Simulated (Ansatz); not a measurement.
```xyz
3

O    -0.0130   -0.0123   -1.2060
C    -0.0472    0.0129   -0.0104
O     0.0186    0.0373    1.1318
```

Basis set: def2-TZVP (spherical functions). Frozen core: 3 orbitals. Charge 0, multiplicity 1.

Computed with Ansatz (development build ahead of 0.2.0); each method stands on the lowest determinant of its kind that the runs found. Restricted open shells among the atoms or ions are ROHF, correlated in semicanonical orbitals with singles.

The atomization energy at this shape (free ground-state atoms in the same class of orbitals less the molecule, no zero-point energy) of singlet CO2:

```csv
method,atomization energy
RHF-MP2,17.38 eV
```

(1) What does RHF give?

Answers

(1) 11.01 eV.
